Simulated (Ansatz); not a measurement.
CH7BFNSn, SMILES `FBN[CH2][SnH3]` at its PBE0-D4/def2-TZVP geometry, where that method's forces vanish. The species carries charge 0 and has multiplicity 1. Sn takes the def2 core potential.

```xyz
12

F     1.7366    2.0416    0.1614
B     0.5401    2.0529   -0.4410
N    -0.3951    1.0747   -0.1197
C    -0.2172   -0.0120    0.8175
Sn   -0.1037   -1.9436   -0.1648
H     0.2980    2.9046   -1.2450
H    -1.2809    1.0926   -0.5978
H    -1.0257   -0.0346    1.5523
H     0.7138    0.1411    1.3625
H    -0.0854   -3.2175    0.9747
H    -1.4815   -2.0991   -1.1681
H     1.3010   -2.0007   -1.1319
```

(1) What forces (eV/Å) does PBE-D4/def2-TZVPP give on these atoms in the Gaussian-basis code of Ansatz? (Estimate.)

## Answers

(1) Computed: 
```
F1   0.519  0.005  0.254
B2  -0.142  0.227 -0.264
N3  -0.020 -0.075  0.067
C4  -0.024  0.018  0.068
Sn5  0.011 -0.109 -0.023
H6  -0.046  0.100 -0.100
H7  -0.327  0.003 -0.169
H8  -0.164 -0.035  0.143
H9   0.189  0.017  0.108
H10  0.001 -0.137  0.114
H11 -0.134 -0.012 -0.099
H12  0.138 -0.002 -0.099
```
